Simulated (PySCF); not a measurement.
FH6NSi2, SMILES N[SiH2][SiH2]F.

The structure is a stationary point at PBE-D3(BJ)/def2-SVP. This is a generated structure with no PubChem entry under its InChIKey; it may be hypothetical. Other conformers were not sampled.

Computed with PySCF with M06-2X/def2-TZVP.

Isolated molecule, no solvent.

```
Item                                                                                                            Value
---------------------------------------------------------------------------------------------  ----------------------
total energy                                                                                       -737.24484 hartree
highest occupied level                                                                                       -8.41 eV
lowest empty level                                                                                            0.10 eV
orbital gap                                                                                                   8.50 eV
dipole moment                                                                                                  1.26 D
quadrupole, principal values (traceless, Buckingham form, about the centre of nuclear charge)   -9.83, 2.96, 6.87 D·Å
mean static polarisability                                                                       62.4 bohr³ (9.25 Å³)
polarisability, principal values                                                               54.6, 58.9, 73.7 bohr³
```
